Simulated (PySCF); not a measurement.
Excitations are Tamm–Dancoff values on a coarser integration grid. The basis has no diffuse functions, so Rydberg states are missing or too high.

## [Al(F)3(CH3OH)] (charge 0, multiplicity 1)

The numbers are results of PySCF with PBE-D3(BJ)/def2-TZVP // B3LYP-D3(BJ)/def2-SVP, not measurements.

```json
{
  "HOMO": "-8.40 eV",
  "dipole_moment": "5.80 D",
  "HOMO–LUMO gap": "7.02 eV",
  "LUMO": "-1.38 eV",
  "S1 excitation (TDA)": "7.04 eV",
  "S1 oscillator strength": "0.000",
  "T1 excitation (TDA)": "6.98 eV",
  "S1–T1 gap (TDA)": "0.06 eV",
  "charge on the central atom (Mulliken)": "0.68 e",
  "charge on the central atom (meta-Löwdin)": "1.36 e",
  "total_energy": "-657.5980 Ha",
  "cost": "very roughly 6 core-minutes"
}
```

```xyz
10

Al    -0.0467     0.1080     0.0492
F      0.0176    -0.7935     1.4566
F     -1.3500    -0.1197    -0.9717
F      0.5958     1.6409     0.0977
C      0.9630    -1.5117    -2.2137
O      1.2267    -0.9975    -0.8894
H      1.9063    -1.8518    -2.6623
H      0.5438    -0.6817    -2.7927
H      0.2269    -2.3269    -2.1696
H      1.5550    -1.6858    -0.2883
```
Charge 0, spin multiplicity 1.
